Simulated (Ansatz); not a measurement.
# Redistribution: Si(SiH3)F3 + C2H9FSi2 → Si(SiH3)2F2 + C2H6F2Si

Gas-phase species: Si(SiH3)F3, singlet; C2H9FSi2 `CC[SiH](F)[SiH3]`, singlet; Si(SiH3)2F2, singlet; C2H6F2Si `CC[SiH](F)F`, singlet. The partners trade F for SiH3; both sit on Si, so the bond types are kept.

Shapes, held fixed at every level: PBE0-D4/def2-TZVP. Flexible molecules stand in one conformer, not always the lowest. Programs: Ansatz 0.2.0. The zero-point and thermal change to 298 K, harmonic and unscaled (PBE0-D4/def2-TZVP), is +0.5 kJ/mol.

| level | kind | ΔH(298 K) (kJ/mol) | less CCSD(T)/CBS estimate |
| --- | --- | --- | --- |
| r2SCAN-D4/def2-TZVPP | meta-GGA | +4.4 | -1.0 |
| BHLYP-D4/def2-TZVPP | global hybrid | +3.0 | -2.4 |
| r2SCAN0-D4/def2-TZVPP | global hybrid | +5.1 | -0.3 |
| B2PLYP/def2-TZVPP | double hybrid | +4.2 | -1.2 |
| MP2/def2-SVP | perturbation theory | +4.4 | -1.0 |
| CCSD(T)/def2-SVP | coupled cluster or CI | +3.8 | -1.6 |
| CCSD/def2-SVP | coupled cluster or CI | +3.6 | -1.8 |
| CCSD(T)/CBS estimate | coupled cluster or CI | +5.4 | 0.0 |

The highest level, CCSD(T)/CBS estimate, gives ΔH(298 K) = +5.4 kJ/mol; the levels span +3.0 to +5.4. The column of differences is taken from that level and isn't an error. No measured value is set beside it here. The CBS estimate extrapolates MP2 from def2-TZVPP and def2-QZVPP and adds CCSD(T) − MP2 in the triple-zeta set, cores frozen.
